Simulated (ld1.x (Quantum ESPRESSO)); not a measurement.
Which change was made? (Pb, TM)

```
Element                 : lead (Pb)
Generator               : ld1.x (Quantum ESPRESSO) 7.5
Type                    : norm-conserving Troullier–Martins (Kleinman–Bylander form)
Functional              : LDA (PZ)
Relativity              : scalar-relativistic
Frozen core             : [Xe] 4f14
Valence charge          : 14
Reference configuration : 5d10 6s2 6p2
Partial waves           : 6s (bound): rc 1.90 bohr; 6p (bound): rc 2.10 bohr; 5d (bound): rc 1.60 bohr
Local potential         : all-electron potential smoothed inside 1.35 bohr (lloc = -1)
Core correction         : none
```

Cutoffs, loose and tight: the cutoffs (Ry, on a coarse ladder) from which the occupation-weighted sum of valence levels, in a spherical-Bessel basis at the reference potential, stays within 10 and 1 mRy of its value at 400 Ry. They do not see the model core or the augmentation charge, which bear on the density cutoff. Test errors are all-electron minus pseudo excitation energies from the reference, over the configurations 5d10 6s2 6p1; 5d10 6s2 6p0; 5d10 6s1 6p0; 5d10 6s2 6p1.5; 5d9 6s2 6p2; 5d10 6s1 6p2; 5d10 6s0 6p0 (two spin-polarised tests are not counted in the largest error); variants that change the core or the reference have their own tests.

The base gives: outcome: generated; cutoff, loose: 55 Ry; cutoff, tight: 90 Ry; bound ghosts: s, p; largest test error (meV): -57.

Question: After one change the result is: outcome: generated; cutoff, loose: 55 Ry; cutoff, tight: 90 Ry; bound ghosts: s, p; largest test error (meV): -32. Which change was it?
A. wave 6s (bound): rc 1.90 bohr becomes 6s (bound): rc 1.44 bohr
B. wave 6s (bound): rc 1.90 bohr becomes 6s (bound): rc 1.30 bohr
C. wave 6s (bound): rc 1.90 bohr becomes 6s (bound): rc 2.50 bohr

Answer: C. The others give: wave 6s (bound): rc 1.90 bohr becomes 6s (bound): rc 1.30 bohr → outcome: generated; cutoff, loose: 140 Ry; cutoff, tight: over 300 Ry; bound ghosts: s, p; largest test error (meV): +199 | wave 6s (bound): rc 1.90 bohr becomes 6s (bound): rc 1.44 bohr → outcome: generated; cutoff, loose: 90 Ry; cutoff, tight: 180 Ry; bound ghosts: s, p; largest test error (meV): +89.
